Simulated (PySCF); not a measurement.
Two species compared at the same levels of theory.

First species: C7H13FO2.
Cartesian coordinates in Å at the PBE0-D3(BJ)/def2-SVP level; atoms count from 1:
```xyz
23
C7H13FO2 angstrom
C      2.514   -0.005   -0.728
C      1.790    0.986    0.154
O      0.761    0.359    0.924
C     -0.425    0.225    0.290
O     -1.084    1.380    0.053
C     -1.151    2.299    1.123
C     -0.930   -0.963   -0.091
C     -2.274   -1.095   -0.734
C     -0.106   -2.196    0.037
F      0.331   -2.621   -1.213
H      3.261    0.513   -1.349
H      3.037   -0.761   -0.123
H      1.815   -0.531   -1.394
H      2.472    1.442    0.886
H      1.348    1.800   -0.447
H     -1.761    3.141    0.774
H     -0.156    2.669    1.415
H     -1.631    1.845    2.007
H     -2.788   -0.128   -0.798
H     -2.168   -1.499   -1.754
H     -2.913   -1.801   -0.177
H      0.774   -2.025    0.672
H     -0.704   -3.021    0.463
```

Second species: C7H13FO2.
InChI=1S/C7H13FO2/c1-5(8)6(9)10-7(2,3)4/h5H,1-4H3/t5-/m0/s1

Levels: PBE0/def2-SVPD for dipole moment, HOMO energy, LUMO energy, HOMO–LUMO gap, static isotropic polarisability and electronic spatial extent ⟨r²⟩ about the centre of nuclear charge; TDDFT PBE0/def2-SVPD for lowest singlet excitation; TDA PBE0/def2-SVPD for lowest triplet excitation (Tamm–Dancoff); ΔSCF PBE0/def2-SVPD for vertical ionisation energy; PBE0-D3(BJ)/def2-SVP for rotational constant A and rotational constant C. Geometries: PBE0-D3(BJ)/def2-SVP. Each species is one conformer at its optimised geometry, gas phase, non-relativistic unless stated. Electronic properties by PySCF.

The conformers computed, where there is a choice (atom-mapped SMILES and torsion angles):
- `[CH3:1][CH2:2][O:3]/[C:4]([O:5][CH3:6])=[C:7](/[CH3:8])[CH2:9][F:10]`: C1–C2–O3–C4 -85°, C2–O3–C4–O5 -69°, O3–C4–O5–C6 -45°, C4–C7–C9–F10 -107°
- `[CH3:1][C@H:2]([F:3])[C:4](=[O:5])[O:6][C:7]([CH3:8])([CH3:9])[CH3:10]`: C1–C2–C4–O5 -63°, C2–C4–O6–C7 180°, C4–O6–C7–C8 -62°

(1) Which has the higher S1 energy?

(2) Which of the two has the higher static isotropic polarisability, and by how much?

(3) Which has the higher LUMO energy?

(4) Which of the two has the higher HOMO–LUMO gap, and by how much?

(5) Which has the higher rotational constant C?

(6) Which of the two has the higher rotational constant A, and by how much?

(7) Which has the higher T1 energy?

(8) Which of the two has the higher HOMO energy, and by how much?

## Answers

(1) The first: 6.03 eV against 5.77 eV, a difference of 0.26 eV.

(2) The first: 98.1 au against 92.9 au, a difference of 5.2 au.

(3) The first: 0.38 eV against 0.01 eV, a difference of 0.37 eV.

(4) The second: 7.93 eV against 6.89 eV, a difference of 1.04 eV.

(5) The second: 0.745 GHz against 0.720 GHz, a difference of 0.025 GHz.

(6) The second: 2.234 GHz against 1.505 GHz, a difference of 0.729 GHz.

(7) The second: 5.27 eV against 4.08 eV, a difference of 1.19 eV.

(8) The first: -6.51 eV against -7.92 eV, a difference of 1.41 eV.

On the first: The dipole equals about 8.8 × 10⁻³⁰ C·m (1 D = 3.33564 × 10⁻³⁰ C·m). The ΔSCF ionisation energy exceeds −ε(HOMO) by 1.81 eV with PBE0.

On the second: The ΔSCF ionisation energy exceeds −ε(HOMO) by 1.92 eV with PBE0. The vertical singlet–triplet gap S1 − T1 is 0.50 eV (TDDFT singlet less Tamm–Dancoff triplet; S1: HOMO→LUMO, weight 0.94; T1: HOMO→LUMO, weight 0.92).
